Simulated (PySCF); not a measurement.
Breaking a bond: F2 (anion, charge -1), doublet.

Method: CCSD(T) on UHF/aug-cc-pVDZ, 2 core orbitals frozen (PySCF 2.14.0).

Q: Relative to R = 1.91 Å, what are the energies at R = 1.79, 2.12, 5.33, 5.92 Å?

A: 2.4 kcal/mol at 1.79 Å, 2.1 kcal/mol at 2.12 Å, 26.9 kcal/mol at 5.33 Å, 27.1 kcal/mol at 5.92 Å.

Where the anion isn't bound against loss of the electron, the finite basis alone holds it.
